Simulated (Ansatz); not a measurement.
LaF3, relaxed as a singlet with RKS r2SCAN-D4/def2-TZVP in Ansatz, starting from the GFN2-xTB geometry. Force threshold 0.02 eV/Å.

In the def2 sets La takes a core potential; there is no spin–orbit coupling. The structure comes from a short search, and lower isomers may exist.

Start:

```
atom   x (Å)   y (Å)   z (Å)
 La1  -0.041  -0.153  -0.315
  F2  -1.606   1.065  -0.169
  F3  -0.066  -1.684   0.951
  F4   1.713   0.772  -0.467
```

(1) Estimate the energy that the relaxation releases and the steps that it takes.

(2) Does the start keep its bonding and symmetry?

(3) Predict the relaxed structure.

Answers

(1) 93.3 kJ/mol, in 4 steps; 6 s on 4 threads of Arm Neoverse V1 on a shared host. No frequencies were taken in this run, so the end may be a saddle point.

(2) By distances, no bond broke or formed. The bond that changes most is La1–F3, from 1.99 to 2.15 Å (atoms count from 1). Point group C3v at the start, C3v at the end, both within 0.05 Å.

(3) 
Cartesian coordinates in Å:
```
La -0.049 -0.179 -0.372
F -1.726 1.151 -0.171
F -0.068 -1.806 1.034
F 1.843 0.834 -0.491
```
Bond lengths: 3 × F–La 2.15 Å.
